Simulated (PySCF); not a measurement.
**Levels of Lu⁶⁸⁺ from EOM-EA-GCCSD**

Reference: closed-shell Lu⁶⁹⁺, 1s2; one electron is added. Calculated with PySCF 2.14, two-component X2C-1e with screened spin-orbit coupling, an even-tempered Gaussian basis (16 s from 24 bohr⁻², ratio 2.6; 13 p from 31 bohr⁻², ratio 2.6; 6 d from 32 bohr⁻², ratio 2.8; 3 f from 1300 bohr⁻², ratio 2.8); frozen nothing; the 34 highest virtual spinors dropped; of the others 56 kept and the rest restored at second order. No Breit or QED terms. Binding energies in eV.

```
level  Koopmans
2s1/2   17950.0
2p1/2   17778.6
2p3/2   16506.7
```

Task: How does correlation move these levels?

Result: 2s1/2: second order 17950.3, EOM-CCSD 17950.3; 2p1/2: second order 17779.1, EOM-CCSD 17779.1; 2p3/2: second order 16507.1, EOM-CCSD 16507.1.

For comparison, the ionisation energy of Lu⁶⁸⁺ is 17928.05 ± 0.16 eV (theoretical estimate listed by NIST; NIST Atomic Spectra Database, ionization energies).

Only part of the computed levels is shown.
